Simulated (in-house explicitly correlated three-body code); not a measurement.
Computed with an exponentially correlated three-body code. Model: two electrons around a point charge, non-relativistic, variational in 260 exponentially correlated functions (energies converged to about 1e-7 hartree, or 1e-8 relative for large Z).

The wave function depends on r1, r2 and r12, so the cusp where the electrons meet is built in. Binding is counted against the one-electron ion, and the quantum defect is n less (Z − 1)/√(2 × binding).

Command:
```bash
python run_hyl.py task.json out
```
Settings (lengths in bohr, energies in hartree):
```
Z                      3.26
interaction_strength   1
functions              260
states_tried           13
```

Time taken, with all properties: 14 s on 1 thread of AMD EPYC 9R45 96-Core Processor (Zen 5), with other jobs on the host.

**Those bound S and P states to n = 4 that converged, binding against the one-electron ion.**

Given: nuclear charge 3.26.

Computed: one-electron threshold -5.3138 hartree.

```
term  energy (hartree)  binding (eV)  quantum defect
1 1S       -8.74521824        93.374         0.13731
2 3S       -6.07890478         20.82         0.17302
2 1S       -5.99811794        18.621         0.06819
2 3P       -5.98560985        18.281        0.050289
2 1P                 ?             ?               ?
3 3S                 ?             ?               ?
3 1S       -5.61059107        8.0761        0.066622
3 3P       -5.60741508        7.9897          0.0508
3 1P       -5.59503772        7.6529       -0.013399
4 3S       -5.48737707        4.7233         0.16428
4 1S       -5.47883353        4.4908        0.066245
4 3P       -5.47755189        4.4559         0.05088
4 1P        -5.4723597        4.3146       -0.013258
```

Problem. What belongs in the row 2 1P?

Solution. energy (hartree): -5.94376204; binding (eV): 17.142; quantum defect: -0.013429.

Problem. What belongs in the row 3 3S?

Solution. energy (hartree): -5.63184039; binding (eV): 8.6543; quantum defect: 0.16631.

**Converged states only, values per electron or pair.**

```
term  mean r (bohr)  mean r squared (bohr²)  mean inverse r (1/bohr)  mean r12 (bohr)  mean inverse r12 (1/bohr)  mean cosine  mean p1 dot p2 (bohr⁻²)  delta r1 (bohr⁻³)  delta r12 (bohr⁻³)
1 1S        0.52093                  0.3684                   2.9479          0.78227                     1.7296    -0.040244                  0.32308             8.9545              0.7273
2 3S         1.3512                    3.07                   1.9432           2.3112                    0.51166    -0.011908                 0.020288             5.8806                   -
2 1S              ?                       ?                        ?                ?                          ?            ?                        ?                  ?                   ?
2 3P         1.2685                  2.7449                   1.9235           2.1643                    0.56985    -0.057126                 -0.39419             5.4348                   -
2 1P         1.3552                  3.1742                   1.9089            2.295                    0.55822        0.014                  0.33179             5.5269            0.015253
3 3S          2.903                  16.366                   1.7641           5.3739                    0.23821   -0.0035919                0.0056271             5.6135                   -
3 1S         3.0879                  18.695                   1.7584           5.7393                    0.24387   -0.0044691                0.0073241             5.6021            0.027006
3 3P         2.8947                  16.525                   1.7587           5.3618                    0.25192    -0.015129                 -0.10008             5.4932                   -
3 1P              ?                       ?                        ?                ?                          ?            ?                        ?                  ?                   ?
4 3S         5.1186                  53.905                   1.7041           9.7921                     0.1363   -0.0014989                 0.002291             5.5543                   -
4 1S         5.3667                  59.516                   1.7019           10.287                    0.13841   -0.0019053                0.0030663             5.5503            0.011267
4 3P         5.1841                  55.847                   1.7019           9.9249                    0.14152   -0.0061151                -0.039833             5.5055                   -
4 1P         5.3533                   59.68                   1.7002           10.259                    0.14076    0.0015841                 0.040073             5.5152           0.0022693
```

Problem. What belongs in the row 2 1S?

Solution. mean r (bohr): 1.4742; mean r squared (bohr²): 3.7481; mean inverse r (1/bohr): 1.9221; mean r12 (bohr): 2.5406; mean inverse r12 (1/bohr): 0.53556; mean cosine: -0.014276; mean p1 dot p2 (bohr⁻²): 0.0249; delta r1 (bohr⁻³): 5.8231; delta r12 (bohr⁻³): 0.092246.

Problem. What belongs in the row 3 1P?

Solution. mean r (bohr): 3.022; mean r squared (bohr²): 18.096; mean inverse r (1/bohr): 1.7546; mean r12 (bohr): 5.6054; mean inverse r12 (1/bohr): 0.24972; mean cosine: 0.0038726; mean p1 dot p2 (bohr⁻²): 0.096016; delta r1 (bohr⁻³): 5.517; delta r12 (bohr⁻³): 0.0051589.

**Electric-dipole lines between converged S and P states, rate of the upper state's decay.**

```tsv
s state	p state	p minus s (eV)	oscillator strength from s	rate (1/s)
1 1S	2 1P	76.232	0.48673	4.0912e+10
1 1S	3 1P	85.721	0.11605	1.2334e+10
1 1S	4 1P	89.059	0.045563	5.227e+09
2 1S	2 1P	1.4791	0.19108	6.0465e+06
2 1S	3 1P	10.968	0.27295	4.7496e+08
2 1S	4 1P	14.307	0.075915	2.2474e+08
3 1S	2 1P	-9.066	-0.088742	3.165e+08
3 1S	3 1P	0.42323	0.32705	847320
3 1S	4 1P	3.7615	0.28384	5.8086e+07
4 1S	2 1P	-12.651	-0.017814	1.2372e+08
4 1S	3 1P	-3.1621	-0.19321	8.3826e+07
4 1S	4 1P	0.17616	0.45273	203210
2 3S	2 3P	2.5387	0.27619	2.5746e+07
2 3S	3 3P	12.83	0.208	4.9521e+08
2 3S	4 3P	?	?	?
3 3S	2 3P	-9.6266	-0.10706	4.3051e+08
3 3S	3 3P	0.66465	0.46027	2.9409e+06
3 3S	4 3P	4.1984	0.21137	5.3888e+07
4 3S	2 3P	?	?	?
4 3S	3 3P	-3.2664	-0.23476	1.0868e+08
4 3S	4 3P	0.26736	0.63188	653290
```

Problem. What belongs in the row 2 3S 4 3P?

Solution. p minus s (eV): 16.364; oscillator strength from s: 0.062178; rate (1/s): 2.4082e+08.

Problem. What belongs in the row 4 3S 2 3P?

Solution. p minus s (eV): -13.558; oscillator strength from s: -0.020063; rate (1/s): 1.6002e+08.

**Functionals on the exact density and self-consistent, errors are functional minus exact, hybrids only self-consistent, a dash where a self-consistent run leaves the top level unbound.**

```
       result  exchange error (millihartree)  correlation error (millihartree)  functional driven error (millihartree)  density driven error (millihartree)  self consistent total error (millihartree)  top level plus exact binding (eV)
B3LYP VWN-RPA                              -                                 -                                       -                                    -                                     -4.4119                               12.9
         PBE0                              -                                 -                                       -                                    -                                           ?                                  ?
       r2SCAN                        -4.5273                            3.0354                                 -1.4919                             -0.29724                                     -1.7891                             15.196
        wB97X                              -                                 -                                       -                                    -                                     -10.453                             10.269
       PBEsol                         108.14                            -13.48                                  94.657                              -1.1977                                      93.459                             17.553
         RPBE                        -1.8346                           -1.3902                                 -3.2248                              -1.2476                                     -4.4724                             16.736
         BLYP                              ?                                 ?                                       ?                                    ?                                           ?                                  ?
         SCAN                        -4.5273                            3.0354                                 -1.4919                             -0.29724                                     -1.7891                             15.196
        M06-L                        -20.606                           -2.5226                                 -23.129                              -2.2793                                     -25.408                             15.021
          PBE                         29.026                           -1.3902                                  27.636                              -1.1603                                      26.475                               16.9
         PW91                         23.526                           -7.6788                                  15.848                              -1.1985                                      14.649                             16.693
      revTPSS                         -3.594                           -5.0127                                 -8.6067                             -0.18973                                     -8.7965                             15.426
         AM05                         195.68                           -77.526                                  118.15                              -1.4272                                      116.72                             17.831
     LDA PW92                         254.08                           -95.391                                  158.69                              -2.1284                                      156.56                             17.884
```

Problem. What belongs in the row PBE0?

Solution. self consistent total error (millihartree): 19.866; top level plus exact binding (eV): 12.407.

Problem. What belongs in the row BLYP?

Solution. exchange error (millihartree): 7.543; correlation error (millihartree): -4.3216; functional driven error (millihartree): 3.2214; density driven error (millihartree): -1.4909; self consistent total error (millihartree): 1.7304; top level plus exact binding (eV): 16.563.

The density-driven part is never positive, since each functional's own density lowers its energy. Here it is small beside the functional-driven part (median ratio 0.076), the normal case.
